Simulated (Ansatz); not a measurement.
These are frozen-core CCSD(T)/def2-TZVPP // BP86-D3(BJ)/def2-SVP in Ansatz (a program for electronic structure) values and carry that method's errors.

Ansatz 0.2 input:
```yaml
crystal:
  periodic: [false, false, false]
  atoms:
    - { symbol: Zn, position_ang: [0.0, 0.000001, 0.000002] }
    - { symbol: H, position_ang: [-1.382169, -0.67573, 0.181381] }
    - { symbol: H, position_ang: [1.382169, 0.675732, -0.181378] }
basis:
  gaussian: { orbitals: def2-TZVPP }
correlation:
  method: ccsd_t
```

Output:

```
Functional definition: HF
603 factors; integrals over basis functions are off by at most 1.1e-3 eV
mean field evaluation 1: about -48406.7457 eV, gradient 1.1e1 eV
mean field evaluation 2: about -48406.7517 eV, gradient 1.1e1 eV
mean field evaluation 4: about -48407.1455 eV, gradient 2.4e0 eV
mean field evaluation 8: about -48407.1594 eV, gradient 2.8e-5 eV
mean field evaluation 16: about -48407.1591 eV, gradient 3.8e-1 eV
mean field -48407.15937124 eV, -1778.9302953419 hartree, gradient 1.3e-6 eV, S^2 0.000000; 0 other end points of the search recorded, 0 dependent functions left out
5 core orbitals not correlated
reference -48407.15937124 eV, -1778.9302953419 hartree; 11, 11 occupied and 76, 76 virtual orbitals, 603 factors
second order -23.31471068 eV of doubles, -0.00000000 eV of singles
cycle   1  -20.18350422 eV  change     3.1e0 eV  update   1.4e-1
cycle   2  -21.21750167 eV  change    -1.0e0 eV  update   7.3e-2
cycle   3  -21.43535339 eV  change   -2.2e-1 eV  update   2.0e-2
cycle   4  -21.36679390 eV  change    6.9e-2 eV  update   7.4e-3
cycle   5  -21.35235220 eV  change    1.4e-2 eV  update   2.6e-3
cycle   6  -21.35786190 eV  change   -5.5e-3 eV  update   8.9e-4
cycle   7  -21.35830953 eV  change   -4.5e-4 eV  update   2.9e-4
cycle   8  -21.35786184 eV  change    4.5e-4 eV  update   9.8e-5
cycle   9  -21.35794456 eV  change   -8.3e-5 eV  update   3.2e-5
cycle  10  -21.35800736 eV  change   -6.3e-5 eV  update   7.1e-6
cycle  11  -21.35798897 eV  change    1.8e-5 eV  update   4.5e-6
perturbative correction -0.46907655 eV, -0.0172382453 hartree
Total energy: -48428.98643676 eV, -1779.7324252049 hartree
```

Cost: roughly 4 core-seconds.
